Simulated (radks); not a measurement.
Spin polarisation of the 6p2 shell in neutral lead. Start: [Hg] 6p(up 1, down 1); electrons of 6p are moved from spin down to spin up, other shells keep equal spins. Method: scalar-relativistic Kohn-Sham, r2SCAN, spin-polarised, spherical densities, finite nucleus; meta-GGA in the generalised Kohn-Sham scheme; Fermi nuclear charge, rms radius of each element as measured or else 0.836 A^(1/3) + 0.57 fm; computed with a radial shooting solver on a logarithmic mesh with Libxc functionals.

| moment (Bohr magnetons) | E - E(0) (eV) | e(6p up) (eV) | e(6p down) (eV) | 6s down minus up (eV) |
|---|---|---|---|---|
| 0 | 0.000 | -3.530 | -3.530 | 0.000 |
| 0.5 | -0.058 | -3.746 | -3.279 | 0.389 |
| 1 | -0.233 | -3.926 | -2.995 | 0.769 |
| 1.5 | -0.525 | -4.070 | -2.661 | 1.132 |
| 2 | -0.948 | -4.184 | -2.035 | 1.468 |

At moment 2 the spin-polarisation energy is -0.948 eV and the 6p exchange splitting 2.149 eV, that is 1.075 eV per Bohr magneton; E = -I m^2/4 would give I = 0.948 eV.
